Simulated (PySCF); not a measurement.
[W(F)3(NH2)3] (charge 0, multiplicity 1)

Calculation: TPSSh-D3(BJ)/def2-TZVP // BP86-D3(BJ)/def2-SVP run with PySCF.

| Property | Result |
|---|---|
| HOMO | -7.60 eV |
| dipole moment | 6.62 D |
| HOMO–LUMO gap | 4.60 eV |
| LUMO | -3.00 eV |
| charge on the central atom (Mulliken) | 1.53 e |
| total energy | -534.9436 Ha |
| cost | around 7 core-minutes (rough) |

```xyz
13

W     -0.0689    -0.0690     0.1147
F      1.8215    -0.0087     0.4232
F     -0.1966     1.7131     0.8070
F      0.2347     0.6797    -1.6232
N      0.0341    -1.1742     1.7415
H      0.9380    -1.4943     2.1120
H     -0.7477    -1.5613     2.2802
N     -0.2879    -1.6897    -0.9817
H     -0.4255    -2.6502    -0.6502
H     -0.3489    -1.6355    -2.0065
N     -2.0228     0.0622     0.3223
H     -2.4532     0.8453     0.8305
H     -2.7261    -0.6247     0.0312
```
